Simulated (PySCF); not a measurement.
Working out the ionisation energy of Fe⁺

Fe⁺ [Ar] 3d6 4s1 (6D) → Fe²⁺ [Ar] 3d6 (5D). Computed with PySCF 2.14 in x2c-SVPall (5s3p3d1f, 36 functions), with the spin-free X2C one-electron Hamiltonian (Gaussian nucleus). Frozen: [Ar]. Energies in hartree (1 hartree = 27.21139 eV):

| part | Fe⁺ (lower) | Fe²⁺ (upper) |
| --- | --- | --- |
| UHF | -1270.894402 | -1270.333556 |
| MP2 opposite-spin | -0.034146 | -0.030880 |
| MP2 same-spin | -0.050371 | -0.043708 |

Problem. What does Hartree-Fock give?

Solution. (-1270.333556) − (-1270.894402) = 0.560846 hartree = 15.261 eV.

Problem. What do MP2 and SCS-MP2 (6/5 opposite-spin, 1/3 same-spin) give?

Solution. The opposite-spin parts differ by 0.089 eV and the same-spin parts by 0.181 eV. MP2: 15.261 + (0.089) + (0.181) = 15.531 eV. SCS-MP2: 15.261 + 1.2 × (0.089) + (0.181)/3 = 15.428 eV.

Reference: 16.199 eV (measured; NIST Atomic Spectra Database, ionization energies), between the lowest levels; spin-orbit coupling is absent from the calculation.

A double-zeta basis recovers only part of the correlation energy.

What remains against the reference includes basis incompleteness, the frozen core and correlation beyond second order.
